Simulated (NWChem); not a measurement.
# C₂H₃BCl₂; SMILES B(Cl)(C=C)Cl

```xyz
8

B     -0.1084    -0.1118     0.0007
Cl    -0.4711    -1.8285     0.0001
Cl     1.5803     0.3752    -0.0006
C     -1.2549     0.9233     0.0021
C     -1.0493     2.2497    -0.0015
H     -2.2860     0.5508     0.0056
H     -1.8759     2.9678    -0.0010
H     -0.0355     2.6641    -0.0052
```
Atoms are numbered in this order, from 1.

All runs use the structure optimised with PBE0/def2-SVP.

Problem. Give the principal values of the shielding tensors (ppm) of B1, Cl2, Cl3, C4, C5 from PBE/pcSseg-1, GIAO (NWChem), with their diamagnetic and paramagnetic parts as GIAO splits them.

Solution. 
```json
[
 {"atom": "B1", "σ11": "18.7", "σ22": "28.8", "σ33": "76.4", "isotropic": "41.3", "diamagnetic": "192.9", "paramagnetic": "-151.6"},
 {"atom": "Cl2", "σ11": "359.8", "σ22": "676.0", "σ33": "852.1", "isotropic": "629.3", "diamagnetic": "1147.9", "paramagnetic": "-518.5"},
 {"atom": "Cl3", "σ11": "390.4", "σ22": "753.4", "σ33": "941.8", "isotropic": "695.2", "diamagnetic": "1147.7", "paramagnetic": "-452.5"},
 {"atom": "C4", "σ11": "-74.4", "σ22": "27.0", "σ33": "154.4", "isotropic": "35.7", "diamagnetic": "257.1", "paramagnetic": "-221.5"},
 {"atom": "C5", "σ11": "-90.2", "σ22": "12.1", "σ33": "158.6", "isotropic": "26.8", "diamagnetic": "256.0", "paramagnetic": "-229.2"}
]
```
